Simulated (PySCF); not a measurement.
Input of a response calculation (the driver script's job line, then coordinates in Å):

```
{"job": {"kind": "uv", "xc": "wB97X-D", "basis": "def2-SVPD", "nstates": 8, "ntriplets": 3}, "charge": 0, "multiplicity": 1}
F     -2.591843    -0.765937     1.083576
C     -1.324417    -0.931967     0.646828
F     -1.417699    -1.595915    -0.519799
F     -0.747027    -1.787218     1.515414
Si    -0.363173     0.747229     0.501041
P     -1.535829     1.996904    -0.925971
N      1.140595     0.330155    -0.207403
Si     2.129985    -1.109304     0.001586
H     -0.240751     1.166276     1.905639
H     -1.059053     3.200836    -0.433997
H     -2.679280     2.048927    -0.145779
H      1.529082     1.021803    -0.827471
H      3.386541    -0.753359    -0.657331
H      1.472627    -2.238850    -0.646651
H      2.295828    -1.321593     1.436575
```

Output (SCF cycles cut):

```
converged SCF energy = -1316.2987400346

Static polarisability (au): isotropic 99.783, principal 87.236 93.946 118.168

Singlet excitations
state   eV       nm        f      main configurations
  1   6.2847    197.3   0.00577   H->L 0.87
  2   6.5053    190.6   0.00692   H-1->L 0.55, H->L+1 0.12, H-1->L+1 0.10
  3   6.8990    179.7   0.02721   H->L+1 0.62, H-1->L+1 0.14, H->L+2 0.09
  4   7.1734    172.8   0.00990   H->L+2 0.45, H-1->L+2 0.23, H-1->L 0.14
  5   7.2784    170.3   0.29488   H-1->L+1 0.59, H-1->L 0.09
  6   7.4541    166.3   0.05580   H-1->L+2 0.43, H->L+3 0.17, H->L+2 0.16
  7   7.6926    161.2   0.01801   H->L+3 0.27, H-1->L+3 0.19, H->L+5 0.16
  8   7.8140    158.7   0.01244   H->L+5 0.35, H->L+3 0.23, H-1->L+3 0.12

Triplet excitations (Tamm-Dancoff, eV): 5.8714 5.9159 6.0445
```

Theory: TDDFT wB97X-D/def2-SVPD, vertical, gas phase, core orbitals frozen in the response in PySCF. Isolated species at its GFN2-xTB geometry (one conformer only).

(1) Give the mean polarisability in Å³.

(2) What transition dipole goes with state 5?

(3) Give the energy of state 4 in hartree, cm⁻¹ and kJ/mol.

(4) What share of the summed oscillator strength falls to the strongest level in this window?

(5) What is the gap between the lowest singlet and the lowest triplet?

(6) Which species is it?

## Answers

(1) 99.78 au × 0.148185 = 14.79 Å³.

(2) |μ|² = 3f / (2ΔE) = 3 × 0.2949 / (2 × 0.2675) = 1.654 au, so |μ| = 3.27 D.

(3) 0.26362 hartree, 57857 cm⁻¹, 692.1 kJ/mol.

(4) State 5 at 170 nm: 0.2949 of 0.4309, or 68%.

(5) 6.2847 − 5.8714 = 0.4133 eV (full response against Tamm–Dancoff).

(6) `FC(F)([Si@H](P)N[SiH3])F` (CH7F3NPSi2), point group C1.

H and L stand for HOMO and LUMO.

On one thread of an Arm Neoverse V1 (shared host), this took 64 s of wall time.

Conformer computed: `[F:1][C:2]([F:3])([F:4])[Si@H:5]([PH2:6])[NH:7][SiH3:8]`: F1–C2–Si5–P6 -59°, C2–Si5–N7–Si8 -35°, H–P6–Si5–C2 156°, H–P6–Si5–C2 62°.

wB97X-D is run here without its empirical dispersion term; that term would change no orbital, density or response property at a fixed geometry.
